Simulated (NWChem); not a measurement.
System: CrO$_{2}$Cl, doublet; SMILES [O]=[Cr]([Cl])=[O]

Output (shortened):

```
             Northwest Computational Chemistry Package (NWChem) 7.3.0
             --------------------------------------------------------

                             Geometry "geometry" -> ""
                             -------------------------

 Output coordinates in angstroms (scale by  1.889725989 to convert to a.u.)

  No.       Tag          Charge          X              Y              Z
 ---- ---------------- ---------- -------------- -------------- --------------
    1 Cr                  24.0000     0.26426044     0.00000000    -0.40700028
    2 O                    8.0000    -0.29201856     1.32063700    -1.23787528
    3 O                    8.0000    -0.29201856    -1.32063700    -1.23787528
    4 Cl                  17.0000    -0.09823256     0.00000000     1.73964772

 Effective nuclear repulsion energy (a.u.)     278.7803258086

                                Z-matrix (autoz)
                                --------

 Units are Angstrom for bonds and degrees for angles

      Type          Name      I     J     K     L     M      Value
      ----------- --------  ----- ----- ----- ----- ----- ----------
    1 Stretch                  1     2                       1.65647
    2 Stretch                  1     3                       1.65647
    3 Stretch                  1     4                       2.17704
    4 Bend                     2     1     3               105.73876
    5 Bend                     2     1     4               116.01941
    6 Bend                     3     1     4               116.01941
    7 Torsion                  2     1     3     4        -130.14591
    8 Torsion                  2     1     4     3         125.04232
    9 Torsion                  3     1     2     4         130.14591
   10 Torsion                  2     4     1     3        -125.04232
   11 Torsion                  3     2     1     4        -130.14591
   12 Torsion                  2     3     1     4         130.14591

                           NWChem Geometry Optimization
                           ----------------------------

 maximum gradient threshold         (gmax) =   0.000015
 rms gradient threshold             (grms) =   0.000010
 maximum cartesian step threshold   (xmax) =   0.000060
 rms cartesian step threshold       (xrms) =   0.000040
 fixed trust radius                (trust) =   0.300000
 source of zmatrix                         =   autoz

[...]

      ----------------------
      Optimization converged
      ----------------------

  Step       Energy      Delta E   Gmax     Grms     Xrms     Xmax
  ---- ---------------- -------- -------- -------- -------- --------
@   13   -1655.08051642 -8.8D-08  0.00001  0.00000  0.00002  0.00004
                                     ok       ok       ok       ok

                                Z-matrix (autoz)
                                --------

 Units are Angstrom for bonds and degrees for angles

      Type          Name      I     J     K     L     M      Value     Gradient
      ----------- --------  ----- ----- ----- ----- ----- ---------- ----------
    1 Stretch                  1     2                       1.55912    0.00001
    2 Stretch                  1     3                       1.55910    0.00000
    3 Stretch                  1     4                       2.14476   -0.00001
    4 Bend                     2     1     3               114.89121    0.00001
    5 Bend                     2     1     4               119.80521   -0.00000
    6 Bend                     3     1     4               119.80300   -0.00000
    7 Torsion                  2     1     3     4        -153.79739    0.00000
    8 Torsion                  2     1     4     3         152.51026   -0.00000
    9 Torsion                  3     1     2     4         153.79677   -0.00000
   10 Torsion                  2     4     1     3        -152.51026    0.00000
   11 Torsion                  3     2     1     4        -153.79677    0.00000
   12 Torsion                  2     3     1     4         153.79739   -0.00000

                         Geometry "geometry" -> "geometry"
                         ---------------------------------

[...]

 Rotational Constants
 --------------------
 A=   0.297321 cm-1  (  0.427769 K)
 B=   0.104525 cm-1  (  0.150384 K)
 C=   0.078382 cm-1  (  0.112771 K)

 Temperature                      =   298.15K
 frequency scaling parameter      =   1.0000

 Zero-Point correction to Energy  =    4.731 kcal/mol  (  0.007540 au)
 Thermal correction to Energy     =    7.753 kcal/mol  (  0.012355 au)
 Thermal correction to Enthalpy   =    8.345 kcal/mol  (  0.013298 au)

 Total Entropy                    =   74.050 cal/mol-K
   - Translational                =   40.216 cal/mol-K (mol. weight = 118.8992)
   - Rotational                   =   25.985 cal/mol-K (symmetry #  =        1)
   - Vibrational                  =    7.849 cal/mol-K

 Cv (constant volume heat capacity) =   13.201 cal/mol-K
   - Translational                  =    2.979 cal/mol-K
   - Rotational                     =    2.979 cal/mol-K
   - Vibrational                    =    7.242 cal/mol-K

[normal modes left out]

 ----------------------------------------------------------------------------
 Normal Eigenvalue ||           Projected Infra Red Intensities
  Mode   [cm**-1]  || [atomic units] [(debye/angs)**2] [(KM/mol)] [arbitrary]
 ------ ---------- || -------------- ----------------- ---------- -----------
    1       -0.000 ||    0.000000           0.000         0.000       0.000
    2       -0.000 ||    0.000001           0.000         0.001       0.000
    3       -0.000 ||    0.000001           0.000         0.001       0.000
    4       -0.000 ||    0.000855           0.020         0.833       0.247
    5       -0.000 ||    0.000521           0.012         0.508       0.151
    6       -0.000 ||    0.000306           0.007         0.298       0.088
    7       94.712 ||    0.043721           1.009        42.622      12.636
    8      187.729 ||    0.003121           0.072         3.043       0.902
    9      336.254 ||    0.008217           0.190         8.011       2.375
   10      488.180 ||    0.050063           1.155        48.804      14.469
   11     1094.293 ||    0.090910           2.097        88.623      26.275
   12     1110.035 ||    0.217479           5.017       212.009      62.856
 ----------------------------------------------------------------------------
```

Level: B3LYP/6-31G* (spherical d), spin-unrestricted. This spin state was assumed; another may lie lower.

Q: Write an input that gives this output.

A: This is not unique; one that fits is the input that was run:
```
start job
memory heap 200 mb stack 900 mb global 1100 mb
geometry units angstroms noautosym
  Cr     0.256279     0.000000    -0.379547
  O     -0.300000     1.320637    -1.210422
  O     -0.300000    -1.320637    -1.210422
  Cl    -0.106214     0.000000     1.767101
end
basis spherical
  * library 6-31g*
end
dft
  odft
  mult 2
  xc b3lyp
  grid fine
  iterations 150
end
driver
  maxiter 120
  tight
end
task dft optimize
task dft freq
```
